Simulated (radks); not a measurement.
The erbium ion Er+, configuration [Xe] 4f12 6s1. All-electron calculation, non-relativistic Kohn-Sham, PBE, spin-polarised, spherical densities, point nucleus; open shells are filled with parallel spins first (spin-orbit coupling, left out, can overturn this in heavy ions); relativity is left out, which matters for an element this heavy. Program: a radial shooting solver on a logarithmic mesh with Libxc functionals. Some entries of the table are withheld. Estimate them.

orbital  occ.  eigenvalue (eV)  <1/r> (bohr^-1)
1s up       1        -53433.33            67.46
1s down     1        -53433.32            67.46
2s up       1        -8619.106            15.74
2s down     1        -8619.065            15.74
2p up       3        -8226.947            15.77
2p down     3        -8226.922            15.77
3s up       1        -1921.426            5.987
3s down     1        -1920.357            5.989
3p up       3        -1743.830            5.932
3p down     3        -1742.860            5.934
3d up       5        -1412.916            5.841
3d down     5        -1412.223            5.843
4s up       1        -373.3764            2.558
4s down     1        -371.5775            2.557
4p up       3        -302.0983            2.463
4p down     3        -300.3064            2.462
4d up       5        -173.9478            2.255
4d down     5        -172.1684            2.253
5s up       1              (1)           0.9623
5s down     1              (2)           0.9577
5p up       3         -31.8560           0.8403
5p down     3         -31.2058           0.8364
4f up       7         -14.3507              (3)
4f down     5         -12.7428              (4)
6s up       1          -8.7352           0.3223
6s down     0          -7.7164           0.3317

Answer. 
(1) 5s up eigenvalue (eV): -50.4859
(2) 5s down eigenvalue (eV): -49.7191
(3) 4f up <1/r> (bohr^-1): 1.706
(4) 4f down <1/r> (bohr^-1): 1.693
